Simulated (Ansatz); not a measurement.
Geometry optimisation, RKS PBE-D4/def2-SVP in Ansatz.

input.yaml

```yaml
crystal:
  periodic: [false, false, false]
  atoms:
    - { symbol: C, position_ang: [-1.4536, 1.1793, 0.8918] }
    - { symbol: O, position_ang: [-1.4167, 0.4703, -0.3059] }
    - { symbol: Si, position_ang: [0.225, 0.2491, -0.7207] }
    - { symbol: "N", position_ang: [0.4504, -0.4364, -2.3544] }
    - { symbol: F, position_ang: [1.0764, 1.7171, -0.6918] }
    - { symbol: Sn, position_ang: [1.3315, -1.3249, 0.9218] }
    - { symbol: H, position_ang: [-2.5476, 1.3498, 1.1395] }
    - { symbol: H, position_ang: [-0.9815, 0.7174, 1.7286] }
    - { symbol: H, position_ang: [-1.0731, 2.2614, 0.7907] }
    - { symbol: H, position_ang: [-0.1312, 0.2041, -2.9665] }
    - { symbol: H, position_ang: [-0.1719, -1.3417, -2.3175] }
    - { symbol: H, position_ang: [3.0228, -1.5863, 0.4873] }
    - { symbol: H, position_ang: [1.2068, -0.6328, 2.5182] }
    - { symbol: H, position_ang: [0.4497, -2.8555, 0.9077] }
basis:
  gaussian: { orbitals: def2-SVP }
hamiltonian:
  xc: pbe
  dispersion: d4
relax:
  f_tol: 0.015
  max_steps: 40
```

Command:

```bash
$ ansatz run input.yaml --threads 2 --pin off --max-ram 3072MiB --backend cpu --events-out ev --progress --plain --runs-dir out
```

Question: Where does it end, and by what steps?

Answer: The run converged. After 22 steps the energy has fallen by 0.635 eV; H14 moved furthest, 0.61 Å.

```tsv
step	energy less start (eV)	largest force component (eV/Å)	accepted
0	0.0000	3.070	yes
1	-0.4062	1.221	yes
2	-0.5378	0.662	yes
3	-0.5521	1.605	yes
4	-0.6119	0.427	yes
5	-0.5917	0.543	no
6	-0.6289	0.150	yes
7	-0.6298	0.065	yes
8	-0.6307	0.060	yes
9	-0.6316	0.086	yes
10	-0.6324	0.068	yes
11	-0.6322	0.064	no
12	-0.6330	0.026	yes
13	-0.6335	0.033	yes
14	-0.6338	0.031	yes
15	-0.6340	0.024	yes
16	-0.6343	0.028	yes
17	-0.6345	0.040	yes
18	-0.6347	0.035	yes
19	-0.6348	0.029	yes
20	-0.6349	0.020	yes
21	-0.6350	0.017	yes
22	-0.6350	0.014	yes
```

```xyz
14
Properties=species:S:1:pos:R:3
C -1.536 1.413 0.970
O -1.285 0.667 -0.210
Si 0.234 0.207 -0.745
N 0.171 -0.512 -2.305
F 1.112 1.593 -0.871
Sn 1.404 -1.396 0.899
H -2.631 1.553 1.072
H -1.170 0.890 1.884
H -1.057 2.417 0.934
H -0.176 0.033 -3.099
H -0.111 -1.492 -2.384
H 3.123 -1.314 0.771
H 0.983 -1.061 2.543
H 0.927 -3.028 0.569
```

The run took 71 s on 2 threads of AMD EPYC 9R14 (Zen 4) (shared host), peak memory 0.24 GiB.
